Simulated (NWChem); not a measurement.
NbCl4, doublet; SMILES [Cl][Nb]([Cl])([Cl])[Cl]

Computed with NWChem. Spin-unrestricted. Coordinates come from a PBE0/def2-SVP, spin-unrestricted optimisation. Not confirmed as a minimum by frequencies. This spin state was assumed; another may lie lower. No stability test was run on the SCF state. def2 effective core potentials on Nb; no spin-orbit coupling.

Problem. Predict the results for BHandHLYP/def2-SVP. Quantities: highest occupied level (eV); lowest empty minus highest occupied level, either spin (eV); <S²>.

Solution. 
```yaml
highest occupied level (eV): -8.01
lowest empty minus highest occupied level, either spin (eV): 5.17
"<S²>": 0.754
```
